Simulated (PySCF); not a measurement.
## Worked example: oscillator strength and radiative lifetime

SbFCl₂, SMILES [F][Sb]([Cl])[Cl].

Geometry optimised at B3LYP-D3(BJ)/def2-SVP. The def2 effective core potentials stand for the cores of Sb; spin–orbit coupling is left out.

TDA-LC-ωPBE/def2-SVPD (PySCF) puts the first singlet state with f over 0.02 at 6.06 eV (vertical), with the transition dipole (0.119, 0.844, 0.000) in atomic units.

### Question
Find the oscillator strength, the wavelength and the radiative lifetime that this transition would have in vacuum if emission retraced absorption.

### Answer

|μ|² = 0.7265 au, so |μ| = 2.17 D. ΔE = 6.06/27.211 = 0.2227 hartree. f = (2/3) ΔE |μ|² = 0.108 (the program prints 0.108).
λ = 1239.84/6.06 = 205 nm; ν = 48877 cm⁻¹.
Einstein's coefficient A = 0.6670 ν² f s⁻¹ (ν in cm⁻¹) = 1.7e8 s⁻¹, so τ = 1/A = 5.8 ns. This state is S1. The figure is the radiative limit of this one transition; relaxation, internal conversion, crossing to triplets and a medium change what is measured.
